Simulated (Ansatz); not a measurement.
BrCl₂FSn, SMILES `[F][Sn]([Cl])([Cl])[Br]`. Charge 0, multiplicity 1. Sn: def2 effective core potential.

```xyz
5

F    -0.362    1.820    0.524
Sn    0.006    0.036    0.003
Cl    0.210    0.042   -2.270
Cl    1.981   -0.544    0.991
Br   -1.835   -1.354    0.753
```

(1) List the harmonic frequencies (cm⁻¹, unscaled) at PBE0-D4/def2-TZVP in Ansatz. (Estimate.)

(2) Is this a minimum?

(3) Give the ideal-gas thermochemistry at 298.15 K and 1 bar (rigid rotor, harmonic oscillator; point group Cs, symmetry number 1).

Results:

(1) Ansatz gave: 83, 93, 115, 150, 154, 275, 391, 410, 651.

(2) Yes, all 9 modes are real.

(3) Zero-point energy 13.9 kJ/mol; H(298) − E = 36.2 kJ/mol; entropy 389.3 J/(mol·K), of which translation 179.5, rotation 127.1, vibration 82.7; G(298) − E = -79.9 kJ/mol. Modes under 100 cm⁻¹ are hindered rotations or soft bends, so the harmonic entropy is rough.
